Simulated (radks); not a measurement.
Tl3+, configuration [Xe] 4f14 5d10.

All-electron calculation, Dirac Kohn-Sham, LDA (Slater exchange, Perdew-Zunger correlation), spin-unpolarised, spherical densities, finite nucleus; Fermi nuclear charge, rms radius 5.4759 fm. Program: a radial shooting solver on a logarithmic mesh with Libxc functionals.

Energy parts (eV):
| part | energy |
|---|---|
| total | -551586.48 |
| kinetic | 638397.94 |
| electron-nucleus | -1391213.16 |
| Hartree | 211294.58 |
| exchange-correlation | -10065.84 |

Orbitals (lengths in bohr, moments of r in powers of bohr):
| orbital | occ. | eigenvalue (eV) | <r> |
|---|---|---|---|
| 1s1/2 | 2 | -85395.26 | 0.01633 |
| 2s1/2 | 2 | -15218.77 | 0.06812 |
| 2p1/2 | 2 | -14620.19 | 0.05591 |
| 2p3/2 | 4 | -12556.94 | 0.06470 |
| 3s1/2 | 2 | -3654.390 | 0.1772 |
| 3p1/2 | 2 | -3382.395 | 0.1675 |
| 3p3/2 | 4 | -2923.820 | 0.1836 |
| 3d3/2 | 4 | -2471.031 | 0.1595 |
| 3d5/2 | 6 | -2373.003 | 0.1644 |
| 4s1/2 | 2 | -837.7437 | 0.3918 |
| 4p1/2 | 2 | -720.3324 | 0.3932 |
| 4p3/2 | 4 | -608.5830 | 0.4278 |
| 4d3/2 | 4 | -415.9802 | 0.4336 |
| 4d5/2 | 6 | -395.1246 | 0.4447 |
| 4f5/2 | 6 | -146.1919 | 0.4645 |
| 4f7/2 | 8 | -141.5875 | 0.4710 |
| 5s1/2 | 2 | -160.3352 | 0.8770 |
| 5p1/2 | 2 | -120.7092 | 0.9398 |
| 5p3/2 | 4 | -100.2440 | 1.034 |
| 5d3/2 | 4 | -45.9794 | 1.317 |
| 5d5/2 | 6 | -43.6547 | 1.362 |

The highest occupied level is 5d5/2 at -43.655 eV. For comparison, the ionisation energy in NIST's Atomic Spectra Database is 51.14 eV (measured). In exact Kohn-Sham theory the highest level is minus the ionisation energy, but local and semilocal functionals leave it too shallow, through self-interaction and a potential that decays too fast; potentials with the right tail come closer. The density falls to 0.001 e/bohr^3 at r = 3.21 bohr. Summed over all electrons, <r^2> = 37.56 bohr^2, which gives a Langevin (diamagnetic) susceptibility term of -29.7 x 10^-6 cm^3/mol.
